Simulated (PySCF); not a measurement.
C₂H₆ClFOSi, SMILES C[C@H](O)[Si@H](F)Cl. Atoms are numbered in the order given.

```xyz
12

C     -2.0894    -0.3466    -0.9137
C     -1.1397    -0.7861     0.1911
O     -1.3820    -0.1281     1.4119
Si     0.6554    -0.4457    -0.2608
F      1.6332    -0.9606     0.9205
Cl     0.9424     1.5738    -0.4992
H     -2.0170     0.7398    -1.0738
H     -3.1330    -0.5836    -0.6456
H     -1.8734    -0.8564    -1.8663
H     -1.2090    -1.8911     0.3060
H     -2.2875    -0.3152     1.6835
H      1.0561    -1.1408    -1.5098
```
Charge 0, spin multiplicity 1.

Coordinates come from a PBE0-D3(BJ)/def2-SVP optimisation. The structure was generated by enumeration; whether it is a known compound was not checked. The values are those of a single conformer.

Method: SMD-ωB97X/6-31G* run with PySCF.

Solvation free energies are E(SMD) − E(gas) at the gas-phase geometry, for 1 M in both phases. In vacuum the dipole moment is 3.88 D.

```json
[
 {"solvent": "water", "ΔG(solv) (kcal/mol)": "-5.9", "its non-electrostatic (CDS) part": "3.5", "dipole (D)": "5.02"},
 {"solvent": "methanol", "ΔG(solv) (kcal/mol)": "-9.3", "its non-electrostatic (CDS) part": "-0.3", "dipole (D)": "4.98"},
 {"solvent": "cyclohexanone", "ΔG(solv) (kcal/mol)": "-6.6", "its non-electrostatic (CDS) part": "-1.0", "dipole (D)": "4.74"}
]
```
